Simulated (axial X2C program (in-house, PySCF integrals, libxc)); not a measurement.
# Ω levels of TiBr⁺ from open-shell CI on d2 s0 p(π)0

Calculated with an in-house all-electron X2C program for linear molecules (integrals from PySCF): two-component X2C with atomic mean-field Coulomb and Gaunt terms, basis Ti dyall-v4z, Br dyall-v4z (cores contracted in-house). Orbitals come from Hartree–Fock averaged over the configuration Ti d2 s0 p(π)0; CI then distributes these electrons over the d, s, p(π) shells of Ti.

R = 2.398 Å (near the minimum of the configuration average).

Active spinors (ω > 0):

| shell | ω | ε (eV) | character |
| --- | --- | --- | --- |
| d | 3/2 | -4.79 | 100% Ti d |
| d | 1/2 | -4.79 | 87% Ti d, 8% Ti s |
| d | 5/2 | -4.78 | 100% Ti d |
| d | 1/2 | -4.57 | 95% Ti d |
| d | 3/2 | -4.56 | 94% Ti d |
| s | 1/2 | -5.80 | 58% Ti s, 35% Ti p, 3% Br p |
| p(π) | 1/2 | -3.43 | 86% Ti p, 9% Ti d |
| p(π) | 3/2 | -3.40 | 85% Ti p, 9% Ti d |

Lowest levels of this model:

| Ω | energy (cm⁻¹) | g∥ | configuration |
| --- | --- | --- | --- |
| 2 | 0 | 2.00 | 100% d2 |
| 3 | 221 | 6.00 | 100% d2 |
| 4 | 444 | 10.00 | 100% d2 |
| 1 | 1415 | 0.63 | 100% d2 |
| 0 | 1448 | 0.00 | 100% d2 |
| 1 | 1508 | 3.21 | 100% d2 |
| 2 | 1517 | 4.21 | 100% d2 |
| 3 | 1645 | 8.00 | 100% d2 |
| 0 | 1762 | 0.00 | 100% d2 |
| 2 | 1816 | 5.79 | 100% d2 |
| 1 | 1838 | 2.16 | 100% d2 |
| 0 | 1849 | 0.00 | 100% d2 |
| 0 | 9480 | 0.00 | 100% d2 |
| 1 | 10423 | 2.02 | 100% d2 |
| 0 | 11558 | 0.00 | 100% d2 |
| 1 | 11572 | 3.98 | 100% d2 |
| 2 | 13131 | 4.01 | 100% d2 |
| 4 | 13361 | 8.00 | 100% d2 |
| 0 | 14896 | 0.00 | 100% d2 |
| 0 | 14897 | 0.00 | 100% d2 |
| 1 | 14985 | 2.00 | 100% d2 |
| 2 | 15077 | 6.00 | 100% d2 |
| 3 | 16308 | 6.00 | 100% d2 |
| 2 | 18303 | 4.00 | 100% d2 |
| 0 | 19940 | 0.00 | 100% d2 |

g∥ is the magnitude of 2⟨Lz + ge Sz⟩ for the +Ω component.

Q: From Ω and g∥ of the lowest level, whose 2⟨Lz + ge Sz⟩ is positive, find ⟨Sz⟩ and ⟨Lz⟩ (ge = 2.0023).

A: Ω = ⟨Lz⟩ + ⟨Sz⟩ = 2 and ⟨Lz⟩ + ge⟨Sz⟩ = 1.000, so ⟨Sz⟩ = -1.00 and ⟨Lz⟩ = 3.00.

Occupations of the active spinors in the lowest level by ω, shell by shell in order of energy: -5/2: 0.00; -3/2: 0.00 0.00 0.00; -1/2: 0.00 0.00 0.00 0.00; 1/2: 0.02 0.98 0.00 0.00; 3/2: 1.00 0.00 0.00; 5/2: 0.00. The leading determinant has weight 0.98 among 16.

This point took 2.5 s on 1 thread of Arm Neoverse V1 (shared host).

There is no dynamic correlation: spin–orbit spacings and, for f shells, spacings inside one term are the most reliable numbers, splittings between terms come out too wide, and energies between configurations are not reliable, so the lowest level need not be the ground state of the molecule. For d shells the ligand-field splittings (σ, π, δ) and their order can be off by a thousand cm⁻¹ or more. At most 6 roots were kept for each Ω > 0 (twice that for Ω = 0) within 3.2 eV of the lowest, so higher up levels can be missing between those listed; levels with Ω > 0 are doubly degenerate and listed once, Ω = 0 levels singly. Some active spinors are only partly of the character that their shell is named for, so the shell names and counts are nominal. States that fill the shells left empty in the average are placed too high.
